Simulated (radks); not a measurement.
Results of a calculation; reference values are marked as such.
Species: Ca17+. Configuration: [He] 2s1 (the NIST ground configuration). Level of theory: scalar-relativistic Kohn-Sham, r2SCAN, spin-polarised, spherical densities, finite nucleus; open shells are filled with parallel spins first; meta-GGA in the generalised Kohn-Sham scheme; Fermi nuclear charge, rms radius 3.4776 fm (a radial shooting solver on a logarithmic mesh with Libxc functionals).

Normalised radial functions P(r) = r R(r), r in bohr:

```
   r/bohr * 1s up, o 2s up, + 3s up (the largest magnitude, 3.26, reaches the edge; | marks zero, & curves that meet)
 0.003472                             |+o  *
 0.004781                             |+o    *
 0.006637                             | +o     *
 0.009213                             | + o      *
  0.01269                             |  + o         *
  0.01761                             |  +  o           *
  0.02445                             |   +  o              *
  0.03367                             |   +   o                *
  0.04674                             |   +   o                  *
  0.06489                             |  +  o                   *
  0.08936                             |+o                   *
    0.124                         o+  |               *
   0.1722                  o    +     |       *
   0.2371              o       +      |  *
   0.3292              o           +  |*
    0.457                   o         *    +
   0.6293                         o   *          +
   0.8736                            o*        +
    1.213                             &   +
     1.67                             &+
    2.318                             &
```

1s up: eigenvalue -4920.1 eV, 0 radial nodes, <r> = 0.0760 bohr, 90 % of the charge inside 0.135 bohr. 2s up: eigenvalue -1131.9 eV, 1 radial node at r = 0.102 bohr, <r> = 0.318 bohr, 90 % of the charge inside 0.484 bohr. 3s up (empty): eigenvalue -461.27 eV, 2 radial nodes at r = 0.0972, 0.375 bohr, <r> = 0.724 bohr, 90 % of the charge inside 1.05 bohr.
